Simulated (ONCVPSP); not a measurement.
Varying the ONCV potential for Cu

Base potential:

* Element: Cu
* Generator: ONCVPSP 4.0.1
* Type: optimised norm-conserving Vanderbilt (ONCV)
* Functional: LDA (Perdew-Wang 92)
* Relativity: fully relativistic
* Frozen core: [Ne]
* Valence charge: 19
* Reference configuration: 3s2 3p6 3d10 4p1
* Partial waves: 3s: rc 0.70 bohr, ncon 5, nbas 9, qcut 9.2 1/bohr, 2 projectors, debl 2 Ha; 3p+4p: rc 1.20 bohr, ncon 5, nbas 10, qcut 13.6 1/bohr, 2 projectors; 3d: rc 0.75 bohr, ncon 3, nbas 6, qcut 13.9 1/bohr, 2 projectors, debl 3.6 Ha
* Local potential: polynomial inside 0.70 bohr (lpopt 5, dvloc0 0 Ha)
* Core correction: none

Open shells are filled in proportion to 2j + 1.

In the s channel the program set the typed energies aside and used -4.271, 0.250 Ha.

Cutoffs, loose and tight: the cutoffs (Ha) at which the residual kinetic energy of the hardest occupied pseudo-wave falls to 1 and 0.1 mHa per electron. They do not see the model core or the augmentation charge, which bear on the density cutoff. Test errors are all-electron minus pseudo excitation energies from the reference, over the configurations 3s2 3p6 3d10 4s1 4p0; 3s2 3p6 3d10 4p0; 3s2 3p6 3d9 4p0; 3s2 3p6 3d9 4s2 4p0. A dash means not determined; rows that change the core or the reference have their own tests.

A true bound ghost makes a file unfit for plane-wave use even where its test errors are small: the radial tests pick states by their node count and pass the ghost by.

```csv
change,outcome,"cutoff, loose","cutoff, tight",bound ghosts,GHOST(+) flags above zero,largest test error (meV)
base,"generated, projector energies reset by the program",401 Ha,470 Ha,none,s,-10
"core correction Teter function, fcfact 4.25, rcfact 1.05","generated, projector energies reset by the program",401 Ha,470 Ha,none,s,-10
"s: rc 0.62; local potential polynomial inside 0.62 bohr (lpopt 5, dvloc0 0 Ha)","generated, projector energies reset by the program",273 Ha,456 Ha,none,s,-10
"core [Ar], valence charge 11; reference 3d10 4s0.75 4p0.25; waves now 4s: rc 2.00 bohr, ncon 4, nbas 8, qcut 4.1 1/bohr, 1 projector; 4p: rc 3.45 bohr, ncon 3, nbas 8, qcut 2.8 1/bohr, 3 projectors, debl 2.3 Ha; 3d: rc 1.10 bohr, ncon 3, nbas 8, qcut 13 1/bohr, 2 projectors, debl 0.9 Ha; local potential polynomial inside 0.75 bohr (lpopt 5, dvloc0 1 Ha)",generated,70 Ha,79 Ha,s,"p3/2, p1/2",-7.0 over the solved tests; 2 of 4 tests not solved or not reliable
d: nproj 3,"generated, projector energies reset by the program",401 Ha,470 Ha,none,"s, d5/2, d3/2",-12
scalar-relativistic,"generated, projector energies reset by the program",401 Ha,470 Ha,none,s,-13
"all radii scaled by about 1.06 (s 0.74, p 1.28, d 0.80 bohr); local potential polynomial inside 0.74 bohr (lpopt 5, dvloc0 0 Ha)","generated, projector energies reset by the program",366 Ha,425 Ha,none,s,-7.8
"local potential polynomial inside 0.45 bohr (lpopt 3, dvloc0 0 Ha)","generated, projector energies reset by the program",401 Ha,470 Ha,none,s,-10
"local potential polynomial inside 0.70 bohr (lpopt 5, dvloc0 1.5 Ha)","generated, projector energies reset by the program",401 Ha,470 Ha,none,s,-10
```

**Question.** What comes out with this change to the base: d: ncon 4, nbas 7?

**Answer.** outcome: generated, projector energies reset by the program; cutoff, loose: 401 Ha; cutoff, tight: 470 Ha; bound ghosts: none; GHOST(+) flags above zero: s; largest test error (meV): +4.4.

**Question.** What comes out with this change to the base: s: qcut 8.9; p: qcut 13.2; d: qcut 13.4?

**Answer.** outcome: generated, projector energies reset by the program; bound ghosts: none; GHOST(+) flags above zero: s; largest test error (meV): -12.

**Question.** What comes out with this change to the base: s: qcut 5.9?

**Answer.** outcome: generated, projector energies reset by the program; cutoff, loose: 453 Ha; cutoff, tight: 504 Ha; bound ghosts: none; GHOST(+) flags above zero: s; largest test error (meV): -10.
